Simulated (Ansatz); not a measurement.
CH7NSi2 can be A, `C1[SiH2]N[SiH2]1`, or B, `N[SiH]1C[SiH2]1`.

Isolated molecules relaxed with PBE0-D4/def2-TZVP in Ansatz; ΔE leaves out vibrations. CBS: MP2 limit from def2 TZ/QZ plus the TZ coupled-cluster correction, frozen cores. DFT in def2-TZVPP. B3LYP here is the variant with VWN-RPA as its local correlation; programs differ in this. Each species was taken in one conformer, which may not be the lowest.

(1) Which isomer does CCSD(T)/CBS put lower? Give the gap. (Estimate.)

(2) Give E(B) − E(A) in kJ/mol with PBE-D4, PBE0-D4, ωB97M-V, B3LYP-D4, B2PLYP, r2SCAN-D4, CCSD(T)/def2-SVP. (Best estimate.)

(3) Does the order hold for the free energy at 298.15 K (harmonic terms from PBE0-D4)? (Best estimate.)

Largest T1 diagnostic: 0.012.

Answers

(1) Computed: A, by 166.9 kJ/mol.

(2) Computed: PBE-D4 140.1, PBE0-D4 152.3, ωB97M-V 166.9, B3LYP-D4 159.8, B2PLYP 164.5, r2SCAN-D4 154.3, CCSD(T)/def2-SVP 161.5. None reverses the order clearly.

(3) Computed: Yes: G(B) − G(A) = +160.4 kJ/mol, for one conformer each.

From PBE to PBE0 (25 % exact exchange), in def2-TZVPP and without D4, E(B) − E(A) moves by +12.6 kJ/mol. Leaving LDA and LC-ωPBE aside and taking each functional with its dispersion term where it has one, the values, not all of them listed here, spread over 33.8 kJ/mol, from PBE-D4 to BHLYP-D4. LDA lies +4.2 kJ/mol from PBE without D4.
